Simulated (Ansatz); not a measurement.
Mulliken charges of F₂H₂Sn (`[F][SnH2][F]`) from ωB97M-V/def2-TZVPP in Ansatz (PBE0-D4/def2-TZVP geometry).

| atom | x (Å) | y (Å) | z (Å) | charge (e) |
| --- | --- | --- | --- | --- |
| F1 | -0.343 | -0.356 | 1.741 | -0.480 |
| Sn2 | 0.129 | -0.073 | -0.086 | 1.090 |
| F3 | -1.231 | 1.111 | -0.712 | -0.480 |
| H4 | -0.087 | -1.547 | -0.889 | -0.065 |
| H5 | 1.583 | 0.792 | -0.095 | -0.065 |

**Question.** By hand: the dipole of these point charges (1 e Å = 4.8032 D).

**Answer.** Σ q r = (0.799, -0.393, -0.524) e Å, of length 1.033 e Å = 4.96 D.

**Question.** How does the dipole of the full density compare? (Estimate.)

**Answer.** Computed: (0.557, -0.274, -0.365) e Å, 3.46 D; the point charges give 1.43 times that, at 0° from its direction.

Point charges leave out the atoms' own dipoles, such as those of lone pairs, and Mulliken's split depends on the basis, so the two needn't agree.
